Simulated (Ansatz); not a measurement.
A CCSD(T) single point on C$_{2}$H$_{9}$NOSi, SMILES `CC(O)N[SiH3]`.

```yaml
crystal:
  periodic: [false, false, false]
  atoms:
    - {symbol: C, position_ang: [-1.869253, 0.482947, 0.402797]}
    - {symbol: C, position_ang: [-0.363057, 0.562731, 0.312717]}
    - {symbol: O, position_ang: [0.084716, 1.016347, 1.579275]}
    - {symbol: N, position_ang: [0.221715, -0.689796, -0.073108]}
    - {symbol: Si, position_ang: [1.625908, -0.860585, -1.048832]}
    - {symbol: H, position_ang: [-2.290486, 0.200798, -0.562313]}
    - {symbol: H, position_ang: [-2.153828, -0.265864, 1.146896]}
    - {symbol: H, position_ang: [-2.283354, 1.443370, 0.711567]}
    - {symbol: H, position_ang: [-0.081599, 1.295466, -0.459088]}
    - {symbol: H, position_ang: [1.046014, 1.008671, 1.572426]}
    - {symbol: H, position_ang: [-0.078329, -1.464241, 0.500363]}
    - {symbol: H, position_ang: [1.439930, -0.113674, -2.321379]}
    - {symbol: H, position_ang: [2.878585, -0.335080, -0.423587]}
    - {symbol: H, position_ang: [1.809938, -2.310292, -1.309132]}
basis:
  gaussian: {orbitals: def2-TZVPP}
correlation: {method: ccsd_t}
```

```sh
$ ansatz run in.yaml --threads 4 --pin off --events-out ev --progress --plain --max-ram 10444MiB
```

The program prints (abridged):

```
Functional definition: HF
1707 factors; integrals over basis functions are off by at most 1.1e-3 eV
mean field evaluation 1: about -13582.5984 eV, gradient 4.5e1 eV
mean field evaluation 2: about -13582.8697 eV, gradient 4.5e1 eV
mean field evaluation 4: about -13587.5942 eV, gradient 4.4e0 eV
mean field evaluation 8: about -13587.6648 eV, gradient 2.4e-1 eV
mean field -13587.66503297 eV, -499.3374799115 hartree, gradient 2.1e-6 eV, S^2 0.000000; 0 other end points of the search recorded, 0 dependent functions left out
9 core orbitals not correlated: weight in the atoms' cores, before any rotation towards them, 1.000 or more for the frozen orbitals, at most 0.000 for the correlated occupied ones
reference -13587.66503297 eV, -499.3374799115 hartree; 16, 16 occupied and 267, 267 virtual orbitals, 1707 factors
second order -25.32664048 eV of doubles, -0.00000000 eV of singles
cycle   1  -25.91982002 eV  change   -5.9e-1 eV  update   1.0e-1
cycle   2  -26.55683593 eV  change   -6.4e-1 eV  update   2.9e-2
cycle   3  -26.67383990 eV  change   -1.2e-1 eV  update   1.4e-2
cycle   4  -26.66349723 eV  change    1.0e-2 eV  update   3.1e-3
cycle   5  -26.66321304 eV  change    2.8e-4 eV  update   1.5e-3
cycle   6  -26.66371311 eV  change   -5.0e-4 eV  update   4.2e-4
cycle   7  -26.66347588 eV  change    2.4e-4 eV  update   1.7e-4
cycle   8  -26.66341536 eV  change    6.1e-5 eV  update   5.5e-5
cycle   9  -26.66342638 eV  change   -1.1e-5 eV  update   2.2e-5
perturbative correction -0.99303139 eV, -0.0364932306 hartree
Total energy: -13615.32149074 eV, -500.3538359884 hartree
```

Run time 4.7 min (4 threads of an Arm Neoverse V1 on a shared host); peak host memory 9.2 GiB.

Correlation energy per correlated electron: -0.864 eV. T1 diagnostic: 0.0106.
